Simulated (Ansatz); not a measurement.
```yaml
crystal:
  periodic: [false, false, false]
  atoms:
    - {symbol: C, position_ang: [-1.558125, 0.172246, 1.184162]}
    - {symbol: Si, position_ang: [-0.026419, 0.528195, 0.485216]}
    - {symbol: C, position_ang: [1.117719, -0.686338, 0.888028]}
    - {symbol: N, position_ang: [-0.136069, 0.650814, -1.099762]}
    - {symbol: Ga, position_ang: [0.639152, -0.179135, -2.342160]}
    - {symbol: H, position_ang: [-2.239160, 0.871542, 0.941261]}
    - {symbol: H, position_ang: [-1.901274, -0.717549, 0.864428]}
    - {symbol: H, position_ang: [-1.496554, 0.143278, 2.188084]}
    - {symbol: H, position_ang: [0.395708, 1.726687, 1.014401]}
    - {symbol: H, position_ang: [0.839935, -1.587563, 0.539098]}
    - {symbol: H, position_ang: [1.198029, -0.754381, 1.888417]}
    - {symbol: H, position_ang: [2.029453, -0.479306, 0.519884]}
    - {symbol: H, position_ang: [-0.726088, 1.304769, -1.400835]}
    - {symbol: H, position_ang: [1.576772, -1.206628, -1.989278]}
    - {symbol: H, position_ang: [0.286913, 0.213379, -3.680942]}
basis:
  gaussian: {orbitals: pcseg-2}
magnetization: {spin_polarized: true, initial_magnetization: 6}
hamiltonian: {xc: {name: wB97M-V}}
accuracy: high
output: {forces: true}
```

```sh
$ ansatz run in.yaml --threads 2 --pin off --events-out ev --progress --plain --max-ram 32768MiB --backend cuda --devices 0, --max-vram 18GiB
```

Output, abridged:

```
Functional definition: wB97M-V
5643 factors; integrals over basis functions are off by at most 3.6e-8 eV
634 factors; integrals over basis functions are off by at most 2.8e-9 eV
mean field evaluation 1: about -63941.7891 eV, gradient 5.5e1 eV
mean field evaluation 2: about -63926.6937 eV, gradient 6.8e1 eV
mean field evaluation 4: about -63955.6491 eV, gradient 7.7e0 eV
mean field evaluation 8: about -63956.3873 eV, gradient 1.5e0 eV
mean field evaluation 16: about -63956.9261 eV, gradient 2.2e-1 eV
mean field evaluation 32: about -63956.9420 eV, gradient 7.3e-3 eV
mean field evaluation 64: about -63956.9420 eV, gradient 3.8e-6 eV
mean field -63956.94198549 eV, -2350.3742663945 hartree, gradient 9.1e-8 eV, S^2 12.015981; 6 other end points of the search recorded, 0 dependent functions left out
reference -63956.94199011 eV, -2350.3742665641 hartree; 40, 34 occupied and 267, 273 virtual orbitals, 5643 factors
Total energy: -63956.94199011 eV, -2350.3742665641 hartree
Atom 0 at    -1.558125     0.172246     1.184162 Å, force    -0.804241    -1.321549     0.493865 eV/Å
Atom 1 at    -0.026419     0.528195     0.485216 Å, force    -1.660166     3.231197     1.833197 eV/Å
Atom 2 at     1.117719    -0.686338     0.888028 Å, force     2.949727    -2.695346     1.919053 eV/Å
Atom 3 at    -0.136069     0.650814    -1.099762 Å, force    -0.293820     0.194816     2.830925 eV/Å
Atom 4 at     0.639152    -0.179135    -2.342160 Å, force     2.119660    -2.245117    -3.118544 eV/Å
Atom 5 at    -2.239160     0.871542     0.941261 Å, force    -2.199119     2.818911    -1.464301 eV/Å
Atom 6 at    -1.901274    -0.717549     0.864428 Å, force    -1.408392    -3.084956    -0.968415 eV/Å
Atom 7 at    -1.496554     0.143278     2.188084 Å, force     0.668086    -0.287609     3.595618 eV/Å
Atom 8 at     0.395708     1.726687     1.014401 Å, force     1.561186     2.537415     0.895701 eV/Å
Atom 9 at     0.839935    -1.587563     0.539098 Å, force    -2.381477    -3.664834    -1.939276 eV/Å
Atom 10 at     1.198029    -0.754381     1.888417 Å, force    -0.025242     0.173676     3.761650 eV/Å
Atom 11 at     2.029453    -0.479306     0.519884 Å, force     3.428355     1.981419    -1.778368 eV/Å
Atom 12 at    -0.726088     1.304769    -1.400835 Å, force    -4.105468     4.713049    -2.024510 eV/Å
Atom 13 at     1.576772    -1.206628    -1.989278 Å, force     2.186499    -2.413763    -0.512362 eV/Å
Atom 14 at     0.286913     0.213379    -3.680942 Å, force    -0.035590     0.062691    -3.524234 eV/Å
Dipole moment:    -0.267165    -0.062613    -0.076071 e Å
```

Q: What is wrong with this run?

A: The spin is set far too high for this molecule. The run converged. The result belongs to that input, not to the molecule as meant.
